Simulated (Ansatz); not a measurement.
Reaction (formal exchange of groups at the Si–Ge bond): `[GeH3][SiH2][GeH3]` + CH₃NH₂ → `NC[SiH2][GeH3]` + GeH₄

Computed with Ansatz on PBE0-D4/def2-TZVP structures; ΔE is electronic, products minus reactants. CBS: MP2 limit from def2 TZ/QZ plus the TZ coupled-cluster correction, frozen cores. Functionals use def2-TZVPP. For Ge outer-core shells are correlated without core-valence functions, which leaves a few kJ/mol of doubt a bond. Scalar relativity is left out up to krypton. One conformer a species, not always the lowest.

```tsv
species	r2SCAN energy (Eh)
`[GeH3][SiH2][GeH3]`	-4448.26260
CH₃NH₂	-95.83545
`NC[SiH2][GeH3]`	-2464.70835
GeH₄	-2079.37462
```

Problem. Work out ΔE.

Solution. ΔE = (-2464.70835) + (-2079.37462) − (-4448.26260) − (-95.83545) = 0.01508 Eh = +39.6 kJ/mol. CCSD(T)/CBS gives +37.1 kJ/mol.

Largest T1 diagnostic among the species: 0.012.
